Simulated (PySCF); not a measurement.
NMR data simulated for an unnamed compound:

¹H NMR (600 MHz, computed): δ 8.98 (m, 1H), 5.23 (d, 2H), 3.20 (s, 1H), 1.97 (t, 1H).

¹³C{¹H} NMR (computed): δ 164.9 (CH), 162.7 (C), 92.9 (CH), 83.1 (C), 82.9 (C), 82.8 (CH), 46.0 (CH2).

Method: PBE0/pcSseg-1 with gauge-including orbitals, GFN2-xTB geometry, in PySCF 2.14 (equivalent nuclei averaged, non-relativistic Hamiltonian, a single conformation, in vacuum).

Chemical shifts δ = σref − σ; TMS for ¹H, ¹³C, all at this level.

**Question.** Which of these does the molecule contain: a heteroaromatic ring, an N-methyl group, a (CH3)2CH unit, an S-methyl group, a C≡C triple bond?

**Answer.** 
- A heteroaromatic ring: yes.
- An N-methyl group: no.
- A (CH3)2CH unit: no.
- An S-methyl group: no.
- A C≡C triple bond: yes (δC 82.8, 82.9; δH 1.97 (t)).

The data belong to SMILES C#CCn1cpc(C#C)n1, C7H5N2P; they needn't prove each group on their own.

Carbon signals by region: 2 in the far downfield region (above 160 ppm), 4 at 50–100 ppm, 1 below 50 ppm. Above 160 ppm: 164.9, aromatic CH next to a ring nitrogen, 162.7, substituted aromatic carbon next to a ring nitrogen.

Splittings by ³¹P in the carbon and heteronuclear signals aren't shown, as no couplings were computed. Shifts are as computed. Against solution values, carbons near 30 ppm lie about +3 ppm off and those near 130 ppm about +5 ppm. Of 1211 compounds with measured shifts, 218 miss one by over three times the rms of a fit or turn the order of signals round; such compounds aren't used in these exercises. Multiplicities follow the n + 1 count of equivalent neighbours, as no J values were calculated; m marks all less simple cases, F and P coupling included.
